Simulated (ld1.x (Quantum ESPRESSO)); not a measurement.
PBE TM dataset for Sc, scalar-relativistic all-electron reference.

Sc, norm-conserving Troullier–Martins (Kleinman–Bylander form), made with ld1.x (Quantum ESPRESSO) 7.5 (PBE, scalar-relativistic). Core [Ar], reference 3d1 4s2 4p0. Waves: 4s (bound): rc 2.25 bohr; 4p (bound, empty): rc 3.90 bohr; 3d (bound): rc 1.95 bohr. Local part: all-electron potential smoothed inside 3.70 bohr (lloc = -1). Core correction: a·sin(br)/r model core, default radius (core density twice the valence density).

Problem. Estimate the cutoffs (Ry, on a coarse ladder) from which the occupation-weighted sum of valence levels, in a spherical-Bessel basis at the reference potential, stays within 10 and 1 mRy of its value at 400 Ry.

Solution. 50 Ry and 55 Ry.

Problem. Does the potential have ghost states?

Solution. No extra level below or beside the all-electron valence levels (s, p, d, f tested). The logarithmic derivative shows an extra or strongly shifted pseudo pole above the reference energy (s near 1.61 Ry).

Problem. Which valence shell sets the plane-wave cutoff?

Solution. 3d: its level needs 55 Ry to come within 1 mRy, against 21 Ry for 4s.

Its largest configuration-test error is -148 meV (3d2 4s0 4p0). 1 of 7 tests not solved or not reliable.
